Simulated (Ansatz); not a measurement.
Basis-set extrapolation for CH$_{7}$ClO$_{2}$Si$_{2}$, SMILES `C[Si@H](O)[Si@@H](O)Cl` (PBE0-D4/def2-TZVP geometry, frozen core, Ansatz 0.2.0). Multiplicity 1, RHF reference.

```csv
,def2-TZVPP,def2-QZVPP
HF,-1229.323608,-1229.364039
MP2 correlation,-1.086677,-1.176974
CCSD(T) correlation,-1.186612,not run
```

Energies in hartree. Use E(X) = E(∞) + A·exp(−7.88·√X) for Hartree–Fock and E(X) = E(∞) + B·X^(−2.97) for correlation, with X = 3 and 4, and add CCSD(T) minus MP2 of the smaller set to the MP2 limit.

**Question.** What is the CCSD(T) energy at the basis-set limit?

**Answer.** HF limit: -1229.364039 + (-0.040431) × 0.13774 = -1229.36961. MP2 limit: -1.176974 + (-0.090297) × 0.74074 = -1.24386. Higher-order term: -1.186612 − (-1.086677) = -0.09994. Total: -1230.71341 hartree, 5.53 eV below CCSD(T)/def2-TZVPP.
